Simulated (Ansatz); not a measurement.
Reaction (redistribution): `[BH2][InH][F]` + `O=C(S)[NH][GeH3]` → `[F][InH][GeH3]` + `BNC(=O)S`

Program: Ansatz. Geometries: PBE0-D4/def2-TZVP. ΔE: electronic, gas phase. CCSD(T)/CBS is the MP2 limit (def2-TZVPP, def2-QZVPP) plus CCSD(T) − MP2 in def2-TZVPP, frozen cores. Functionals use def2-TZVPP. def2 core potentials past Kr. For Ge, In outer-core shells are correlated without core-valence functions, which leaves a few kJ/mol of doubt a bond. Scalar relativity is left out up to krypton. Each species was taken in one conformer, which may not be the lowest.

`[BH2][InH][F]`:

Z-matrix (Å, degrees):
```
B
In 1 2.239
H 1 1.194 2 121.0
H 1 1.194 2 121.0 3 178.7
F 2 1.974 1 108.0 3 -89.4
H 2 1.711 1 143.9 3 90.7
```

`O=C(S)[NH][GeH3]`:

Z-matrix (Å, degrees):
```
Ge
N 1 1.867
H 1 1.530 2 109.1
H 1 1.536 2 103.1 3 -118.6
H 1 1.530 2 109.0 3 122.9
C 2 1.350 1 118.1 3 -61.5
H 2 1.007 1 123.2 3 118.5
S 6 1.796 2 113.7 1 -180.0
O 6 1.208 2 123.3 1 0.0
H 8 1.340 6 93.1 2 -180.0
```

`[F][InH][GeH3]`:

Cartesian coordinates in Å:
```
F 1.579 -2.097 -0.715
In 1.097 -0.200 -0.890
Ge -0.904 0.348 0.658
H 2.146 0.565 -2.010
H -1.670 1.584 0.159
H -1.866 -0.846 0.724
H -0.382 0.645 2.073
```

`BNC(=O)S`:

```xyz
9

B    -1.529   -0.425    0.654
N    -0.157   -0.485    0.330
C     0.543    0.461   -0.414
O     0.071    1.457   -0.873
S     2.262   -0.003   -0.603
H    -1.969   -1.325    1.302
H    -2.178    0.496    0.278
H     0.399   -1.267    0.646
H     2.557    1.090   -1.320
```

| species | LDA (SPW92) energy (Eh) |
| --- | --- |
| `[BH2][InH][F]` | -315.38425 |
| `O=C(S)[NH][GeH3]` | -2640.51734 |
| `[F][InH][GeH3]` | -2365.30736 |
| `BNC(=O)S` | -590.66508 |

(1) Work out ΔE.

Largest T1 diagnostic among the species: 0.016.

Results:

(1) ΔE = (-2365.30736) + (-590.66508) − (-315.38425) − (-2640.51734) = -0.07085 Eh = -1.93 eV. CCSD(T)/CBS gives -1.71 eV.

Leaving LDA and LC-ωPBE aside and taking each functional with its dispersion term where it has one, the values, not all of them listed here, spread over 0.15 eV, from PBE-D4 to ωB97X-V. LDA lies −0.08 eV from PBE without D4. From BLYP to BHLYP (50 % exact exchange), in def2-TZVPP and without D4, ΔE moves by +0.07 eV.
